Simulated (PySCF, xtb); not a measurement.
O2Se, SMILES O=[Se]=O (connectivity only; charge and spin as stated), charge -1, multiplicity 2.

Harmonic wavenumbers (cm⁻¹) from GFN2-xTB (xtb 6.7.1) at its own minimum, in rising order: 363, 748, 783.

Task: What does PySCF with B3LYP-D3(BJ)/def2-SVPD give at its own minimum? (The exact figures need the calculation; the answer reports its results.)

Result: 319, 800, 810. Paired by order, the mean absolute difference is 41 cm⁻¹ and the zero-point energies are 2.7 and 2.8 kcal/mol.
